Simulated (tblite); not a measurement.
Compound: C₇H₇F₂OS (charge -1).
Geometry (GFN2-xTB, Å), atoms numbered from 1 in this order:
```
atom  x, y, z in Å
C1    -2.9888    0.3993    0.3323
C2    -1.4774    0.4942    0.4975
C3    -0.7382   -0.5544   -0.3427
C4     0.7373   -0.4729   -0.1520
S5     1.5165   -1.0312    1.3174
C6     3.2083   -0.4914    0.7585
O7     4.1882   -0.6665    1.4696
C8     2.9960    0.0639   -0.4879
F9     4.0370    0.5733   -1.2380
C10    1.6713    0.0792   -0.9646
F11    1.3455    0.6050   -2.1833
H12   -3.4929    1.1324    0.9604
H13   -3.3391   -0.5927    0.6124
H14   -3.2722    0.5821   -0.7031
H15   -1.2076    0.3453    1.5446
H16   -1.1372    1.4895    0.2032
H17   -1.0917   -1.5493   -0.0541
H18   -0.9637   -0.3995   -1.4019
```

Method: GFN2-xTB as coded in tblite; computed harmonic values from a numerical Hessian at the method's own geometry, unscaled. The method is semi-empirical: single wavenumbers can be off by several per cent or more. One conformer, not necessarily the lowest.

Harmonic wavenumbers (cm⁻¹): 30.5, 65.1, 70.7, 133.6, 178.1, 220.3, 234.3, 239.9, 276.9, 281.5, 317.8, 375.1, 433.1, 447.4, 495.1, 512.4, 524.9, 595.3, 719.3, 773.0, 836.6, 909.3, 933.2, 1000.9, 1086.8, 1107.1, 1112.3, 1173.5, 1234.3, 1254.7, 1278.8, 1285.3, 1352.7, 1407.2, 1434.6, 1468.1, 1495.2, 1508.7, 1511.4, 1615.3, 1769.9, 2932.9, 2951.5, 2974.1, 2989.9, 3011.6, 3016.3, 3023.2.

A = 1620, B = 600.2, C = 459.8 MHz; mass 177.019 u (most abundant isotopes); point group C1, symmetry number 1.

**Question.** What is the zero-point energy?

**Answer.** Half the sum of the wavenumbers: 27300 cm⁻¹ = 326.58 kJ/mol.

**Question.** What is S at 298.15 K and 1 bar for an ideal gas of classical rigid rotors and harmonic oscillators?

**Answer.** Translation 173.41, rotation 129.51, vibration 150.86: S = 453.8 J/(mol K).

**Question.** And Cp and H(298.15 K) − H(0)?

**Answer.** Cp = 179.68 J/(mol K), of which vibrations give 146.42 (their classical limit is 48 R = 399.1); H(298.15 K) − H(0) = 33.16 kJ/mol without the zero-point energy, 23.24 from vibrations.

**Question.** How do the functions run with temperature in this model?

**Answer.** 
```tsv
T (K)	S (J/(mol K))	Cp (J/(mol K))	H − H(0) (kJ/mol)	G − H(0) (kJ/mol)	ln q(vib)
50	262.6	59.2	2.25	-10.88	0.88
100	312.6	88.8	5.95	-25.32	2.39
373.15	497.2	208.0	47.71	-137.82	11.09
500	564.1	249.4	76.82	-205.21	14.86
750	676.9	306.6	146.89	-360.80	21.74
1000	770.4	342.5	228.35	-542.06	27.92
```

q(vib) and H(0) count from the zero-point level.

**Question.** Blend soft modes into free rotors: weight 1/[1 + (100 cm⁻¹/ν̃)⁴] for the oscillator and the rest for a rotor with moment μB/(μ + B), μ = h/(8π²ν), B = 10⁻⁴⁴ kg m². What vibrational entropy results?

**Answer.** 136.63 J/(mol K) in place of 150.86, which changes −T·S at 298.15 K by +4.24 kJ/mol.

**Question.** What must be added to the electronic energy to get the Gibbs energy at 298.15 K and 1 bar?

**Answer.** ZPE + [H(298.15 K) − H(0)] − T·S = 326.58 + 33.16 − 135.30 = 224.44 kJ/mol.

Hindered rotation and anharmonicity are outside this model. Other conformers, if any are populated, would add a mixing term that is left out. The structure is chiral; the term R ln 2 for an equal mix with its mirror image is left out.

Run on one thread, x86-64 server, no GPU (shared host). This covers the Hessian and the dipole derivatives.
